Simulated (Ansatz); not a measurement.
```xyz
4

F    -1.0423   -1.3327    0.1735
Ge   -0.1550   -0.0258   -0.5366
Cl   -0.8736    1.7512    0.4272
Br    2.0709   -0.3927   -0.0642
```

The species carries charge 0 and has multiplicity 2.

Question: List the B3LYP/def2-TZVPP orbital energies in eV (Ansatz 0.2.0). (Estimate.)

Answer: Computed: α occupied: -13139.92, -10852.72, -2763.20, -1701.56, -1533.29, -1533.21, -1533.20, -1356.95, -1207.89, -1207.86, -1207.85, -671.71, -257.92, -237.35, -196.99, -196.80, -196.78, -178.26, -178.01, -177.99, -171.56, -121.83, -121.77, -121.75, -72.53, -72.46, -72.45, -72.26, -72.26, -35.66, -35.37, -35.33, -35.30, -35.27, -31.92, -23.18, -21.90, -15.60, -12.65, -12.32, -12.12, -10.87, -10.03, -9.71, -9.09, -8.93, -7.43. α empty: -1.07, -0.34, -0.09, 3.84, 4.14, 4.66, 4.86, 4.97. β occupied: -13139.90, -10852.69, -2763.16, -1701.55, -1533.25, -1533.19, -1533.19, -1356.93, -1207.85, -1207.84, -1207.83, -671.62, -257.88, -237.32, -196.89, -196.76, -196.76, -178.19, -177.99, -177.98, -171.49, -121.75, -121.74, -121.69, -72.48, -72.42, -72.41, -72.25, -72.25, -35.59, -35.31, -35.25, -35.22, -35.20, -31.73, -22.95, -21.65, -15.18, -12.28, -12.16, -11.90, -10.52, -9.81, -9.62, -8.95, -8.85. β empty: -5.00, -0.79, 0.02, 0.37, 3.94, 4.40, 4.74, 5.02. ⟨S²⟩ = 0.753.

B3LYP here is the variant with VWN-RPA as its local correlation; programs differ in this.
